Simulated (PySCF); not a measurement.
Polarisability and C₆ of Ge⁺ (germanium, charge +1)

[Ar] 3d10 4s2 4p1, 2P determinant. Calculation: PySCF 2.14, in aug-cc-pVQZ-DK; the spin-free X2C one-electron Hamiltonian (Gaussian nucleus). Coupled (time-dependent) response in atomic units; α is the mean over directions.

```tsv
method	mean α (bohr³)	α xx, yy, zz	C₆ (like pair)	S(−4)
UHF	19.82	18.81, 21.85, 18.81	116.5	144.1
PBE	18.92	17.42, 21.94, 17.42	108.1	140.7
PBE0	18.94	17.65, 21.53, 17.65	108.8	136.2
BLYP	18.74	17.15, 21.91, 17.15	106.2	140.3
```

S(−4) is the Cauchy moment in α(ω) = α(0) + S(−4) ω² + …

Spin-orbit coupling is absent.

α(iu) at UHF:

```csv
u (hartree),α(iu) (bohr³)
0,19.82
0.0500,19.47
0.100,18.49
0.200,15.46
0.300,12.26
0.500,7.575
0.750,4.531
1.00,3.018
1.50,1.667
2.00,1.091
3.00,0.5958
5.00,0.2661
```

A single London oscillator, α(iu) = α/(1 + u²/ω²), gives C₆ = (3/4) ω α². Matching the computed C₆ needs ω = 4 × 116.5 / (3 × 19.82²) = 0.395 hartree.

For an ion, C₆ is the dispersion term alone; charge-induced terms of lower order in 1/R come first.

The components differ because the open shell of this determinant is not spherical; for a pure term their mean is the scalar polarisability.
